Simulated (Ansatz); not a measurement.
`N[SiH2]O[SiH2]N` and `N[SiH2]OBF` differ in one atom or group.

Ansatz, PBE0-D4/def2-TZVP geometries, multiplicity 1. Each molecule was computed in one conformer, which needn't be the lowest.

| property | `N[SiH2]O[SiH2]N` |
| --- | --- |
| size of the dipole moment (PBE/def2-TZVPP) / D | 2.52 |
| size of the dipole moment (ωB97M-V/def2-TZVPP) / D | 2.46 |
| LUMO energy (PBE/def2-TZVPP) / eV | -0.18 |
| HOMO energy (PBE/def2-TZVPP) / eV | -6.17 |
| HOMO–LUMO gap (ωB97M-V/def2-TZVPP) / eV | 12.09 |
| LUMO energy (B3LYP/def2-TZVPP) / eV | 0.33 |

Question: Give the same properties after the change, and the shifts. (Estimate.)

Answer: The calculation gave: 
```tsv
property	`N[SiH2]OBF`	shift
size of the dipole moment (PBE/def2-TZVPP) / D	2.33	-0.19
size of the dipole moment (ωB97M-V/def2-TZVPP) / D	2.28	-0.18
LUMO energy (PBE/def2-TZVPP) / eV	-0.74	-0.56
HOMO energy (PBE/def2-TZVPP) / eV	-6.63	-0.46
HOMO–LUMO gap (ωB97M-V/def2-TZVPP) / eV	12.47	0.38
LUMO energy (B3LYP/def2-TZVPP) / eV	0.00	-0.33
```

With PBE0 the HOMO falls by 0.47 eV and the LUMO falls by 0.35 eV, so the gap widens by about 0.12 eV. PBE moves the HOMO by -0.46 eV and ωB97M-V by -0.48 eV. Dipoles are sizes alone; their direction can turn.

B3LYP here is the variant with VWN-RPA as its local correlation; programs differ in this.
